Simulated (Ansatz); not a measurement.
```yaml
crystal:
  periodic: [true, true, true]
  atoms:
    - {symbol: C, position_ang: [-1.824817, 0.743543, 0.064449]}
    - {symbol: Ga, position_ang: [0.077465, 0.476627, -0.058819]}
    - {symbol: C, position_ang: [1.260044, -0.268744, 1.435212]}
    - {symbol: N, position_ang: [0.258656, -0.895390, -1.354726]}
    - {symbol: Cl, position_ang: [1.210397, 1.997284, -1.306500]}
    - {symbol: H, position_ang: [-1.874231, 1.538271, 0.867085]}
    - {symbol: H, position_ang: [-2.052535, 1.093064, -0.755994]}
    - {symbol: H, position_ang: [-2.288033, 0.020441, 0.597124]}
    - {symbol: H, position_ang: [1.406273, 0.524648, 2.309729]}
    - {symbol: H, position_ang: [2.485754, -0.530227, 1.154080]}
    - {symbol: H, position_ang: [1.027635, -1.160719, 1.982356]}
    - {symbol: H, position_ang: [-0.085442, -1.897825, -1.181712]}
    - {symbol: H, position_ang: [1.094281, -1.188786, -1.756637]}
    - {symbol: H, position_ang: [-0.116658, -0.674623, -2.208237]}
basis:
  gaussian: {orbitals: 6-31G, nuclear_model: gaussian}
total_charge: 1
magnetization: {spin_polarized: true, initial_magnetization: 1}
hamiltonian: {xc: {name: B2PLYP}}
scf: {lower_state_search: off}
```

```sh
$ ansatz run in.yaml --threads 4 --pin off --events-out ev --progress --plain --max-ram 11315MiB
```

It prints (some lines left out):

```
Error: YAML parse error: error: line 2 column 3: crystal: missing field `lattice` (a structure is typed as `lattice` and `atoms`, a molecule's as `atoms` in Å alone, or read from a run's directory, `checkpoint`)
 --> <input>:2:3
1 | crystal:
2 |   periodic: [true, true, true]
3 |   atoms:
4 |     - {symbol: C, position_ang: [-1.824817, 0.743543, 0.064449]}
```

**Question.** What is wrong with this run?

**Answer.** The molecule is marked periodic without a cell. The program refused the input.
